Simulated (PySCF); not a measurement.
TlH at several levels of theory

Computed with PySCF 2.14.0 (density fitting, no spin-orbit coupling) at the geometry relaxed with r2SCAN:

```xyz
2
TlH (singlet)
Tl    0.0000    0.0000    0.1882
H     0.0000    0.0000    2.1091
```

| level | basis | state | HOMO (eV) | gap (eV) | charge on Tl1 (e) | dipole about the centre of mass (D) | largest force component (eV/Å) |
| --- | --- | --- | --- | --- | --- | --- | --- |
| r2SCAN | Tl def2-SVP with ECP60, H def2-SVP | singlet | -4.93 | 2.93 | 0.23 | 1.26 | 0.00 |
| r2SCAN | Tl def2-TZVP with ECP60, H def2-TZVP | singlet | -4.98 | 2.96 | 0.24 | 1.47 | 0.12 |
| r2SCAN | Tl x2c-SVPall, H x2c-SVPall | singlet | -4.95 | 2.96 | 0.25 | 1.38 | 0.16 |

Charges are Mulliken's, which hang on the basis. The relaxation used the grid (50, 194), these runs (75, 302) or, all-electron (x2c bases, spin-free X2C Hamiltonian), (99, 590).

Question: Order these levels, in the first row's basis, by the HOMO–LUMO gap they give here, smallest first.
A. PBE0
B. BLYP
C. B3LYP
D. M06-L

Answer: B (2.32 eV), D (2.96 eV), C (3.64 eV), A (4.06 eV).

Question: And their other results?

Answer: 
```tsv
level	state	HOMO (eV)	gap (eV)	charge on Tl1 (e)	dipole about the centre of mass (D)	largest force component (eV/Å)
B3LYP	singlet	-5.54	3.64	0.21	1.26	0.09
M06-L	singlet	-4.77	2.96	0.30	1.51	0.22
PBE0	singlet	-5.67	4.06	0.21	1.25	0.02
BLYP	singlet	-4.63	2.32	0.19	1.23	0.25
```

In the first row's basis the gap widens with exact exchange: 2.3 to 3.0 eV for BLYP, r2SCAN, M06-L (none); 3.6 to 4.1 eV for B3LYP, PBE0 (a fixed share).

No frequency check is given that shows the relaxed geometry to be a minimum.
